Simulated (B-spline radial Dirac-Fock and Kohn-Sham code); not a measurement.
**Anomalous scattering factors of Se, 543.6 eV to 2 keV**

These are calculated numbers from an atomic code on a B-spline grid; the model is the dispersion relation over Dirac-Hartree-Slater subshell photoionisation cross sections, with the Kissel-Pratt high-energy constant (isolated atom, no bound-bound lines or fine structure). The forward scattering factor is f₀ + f′ + i f″.

Edges near this range: L1 1652.0 eV, L2 1474.3 eV, L3 1433.9 eV.

```csv
hν (eV),λ (Å),f′ (e),f″ (e),tabulated f′,tabulated f″
543.6,22.81,-8.361,9.144,–,8.22
579.9,21.38,-8.133,8.509,–,7.66
588.3,21.07,?,?,?,?
606.6,20.44,-8.010,8.082,–,7.28
771.3,16.07,-7.811,6.051,–,5.50
811.1,15.29,-7.867,5.679,–,5.18
1000,12.40,-8.535,4.327,-8.62,4.00
1017,12.19,-8.629,4.232,-8.71,3.90
1253.6,9.890,-10.956,3.182,-11.09,2.79
1276,9.717,-11.357,3.105,-11.44,2.72
1354,9.157,-13.462,2.856,-13.61,2.49
1486.9,8.338,-17.384,14.991,-18.21,15.37
1936,6.404,-3.711,12.145,-3.77,11.84
2000,6.199,-3.128,11.586,-3.18,11.29
```

Q: What are f′ and f″ at 588.3 eV?

A: f′ = -8.091 and f″ = 8.371 electrons (tables: – and 7.53). By the optical theorem f″ corresponds to a photoabsorption cross section 2 rₑ λ f″ = 994000 b.

Tabulated f′: xraylib 4.2 anomalous scattering factors (Cullen et al., EPDL97); f″: Chantler's tables (J. Phys. Chem. Ref. Data 1995 and 2000). Both are theoretical tables.
